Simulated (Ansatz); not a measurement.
`BC#CN` + H₂ → BH₃ + `C#CN` at 500 K and 1 bar (hydrogenolysis of a B–C bond).

Isolated molecules relaxed with PBE0-D4/def2-TZVP in Ansatz; ΔE leaves out vibrations. CBS: MP2 limit from def2 TZ/QZ plus the TZ coupled-cluster correction, frozen cores. This one scheme is used for every species. One conformer a species, not always the lowest.

```csv
species,CCSD(T)/CBS energy (Eh),H − E (kJ/mol),S (J/(mol·K))
`BC#CN`,-157.93223,184.4,334.7
H₂,-1.17544,41.0,145.5
BH₃,-26.55200,86.8,208.8
`C#CN`,-132.52893,143.8,289.2
```

H − E and S are ideal-gas, rigid-rotor, harmonic terms from PBE0-D4/def2-TZVP, for one conformer and one mirror image of each species. The MP2-based limit puts H₂ 0.8 mEh under its directly extrapolated value; such offsets cancel only in part. 1 Eh = 2625.50 kJ/mol, R = 8.31446 J/(mol·K).

By hand: ΔE, ΔH, ΔS and ΔG.

ΔE = (-26.55200) + (-132.52893) − (-157.93223) − (-1.17544) = 0.02674 Eh = 70.2 kJ/mol. Δ(H − E) = 86.8 + 143.8 − 184.4 − 41.0 = 5.2, so ΔH = 75.4 kJ/mol. ΔS = 208.8 + 289.2 − 334.7 − 145.5 = 17.8 J/(mol·K). ΔG = 75.4 − 500 × (17.8)/1000 = 66.5 kJ/mol.

By hand: the equilibrium constant, and the temperature at which ΔG would vanish if ΔH and ΔS stayed fixed.

log₁₀ K = −ΔG/(RT ln 10) = -6.9. ΔG = 0 at ΔH/ΔS = 4236 K, far beyond where these terms or the molecules hold.

ΔH outweighs TΔS. A doubt of 5 kJ/mol in ΔE shifts log₁₀ K by 0.5 here. Other conformers and mirror images would add mixing entropy, several J/(mol·K) or more a flexible species. These are equilibria of isolated gas molecules and say nothing of rates. Largest T1 diagnostic: 0.015 (customary marks: 0.02 for closed shells, 0.045 for open ones).
